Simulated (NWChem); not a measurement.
System: AlSiH4OF; SMILES [OH][Al]([F])[SiH3]

```xyz
8

Al    -0.0016     0.5515     0.0000
F     -1.4274     1.4473     0.0000
O      1.4982     1.3763     0.0000
H      1.5806     2.3437     0.0000
Si    -0.0382    -1.8795     0.0000
H      1.3583    -2.4397     0.0000
H     -0.7612    -2.3986    -1.2160
H     -0.7612    -2.3986     1.2160
```
Atoms are numbered in this order, from 1.

Program: NWChem. Structure relaxed at the PBE-D3(BJ)/def2-SVP level. Total energies compare along this basis series because the functional is fixed.

```tsv
level	basis functions	energy (Ha)	highest occupied level (eV)	orbital gap (eV)	dipole (D)	relative time
PBE0/cc-pVDZ	84	-709.1005	-8.40	7.35	0.79	1
PBE0/aug-cc-pVDZ	136	-709.1289	-8.50	7.27	0.67	3
PBE0/cc-pVTZ	184	-709.1980	-8.43	7.28	0.70	1
PBE0/aug-cc-pVTZ	284	-709.2040	-8.47	7.23	0.64	6
```

Relative times are rough (shared machine, one core).
